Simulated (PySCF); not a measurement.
Cl4Si (SMILES Cl[Si](Cl)(Cl)Cl), singlet, geometry from GFN2-xTB. Base run: HF/STO-3G (PySCF).

Geometry (Å):
```xyz
5

Si     0.0000     0.0000     0.0000
Cl     1.1541     1.1512     1.1833
Cl    -1.1886    -1.1574     1.1424
Cl     1.1715    -1.1684    -1.1488
Cl    -1.1370     1.1746    -1.1768
```
Charge 0, spin multiplicity 1.
All else is at PySCF's defaults.

The base run was repeated with changes; each row names its change, and settings that it needs were set with it.

```tsv
change	E (Eh)	HOMO (eV)	HOMO-LUMO gap (eV)	core-seconds (rough)
base	-2104.12021	-12.12	17.32	0.4
functional = tpss	-2107.14746	-6.87	6.78	5
functional = b3lyp5	-2106.72560	-7.87	8.53	3
functional = pbe; dispersion = d3bj	-2106.10557	-6.68	6.46	4
functional = camb3lyp	-2106.99959	-9.74	11.71	7
functional = wb97x	-2107.09788	-10.95	13.93	8
functional = x3lyp	-2106.81163	-8.02	8.71	4
functional = b97m_v	-2106.88786	-7.29	7.40	100
functional = revpbe	-2106.66086	-6.67	6.52	3
functional = o3lyp	-2107.20460	-7.57	7.75	3
functional = wb97x_v	-2106.85002	-10.90	13.98	100
functional = pw6b95	-2108.74066	-8.51	9.14	5
functional = b3lyp; dispersion = d3bj	-2107.05981	-7.98	8.52	4
```

Total energies compare only within one method and basis.
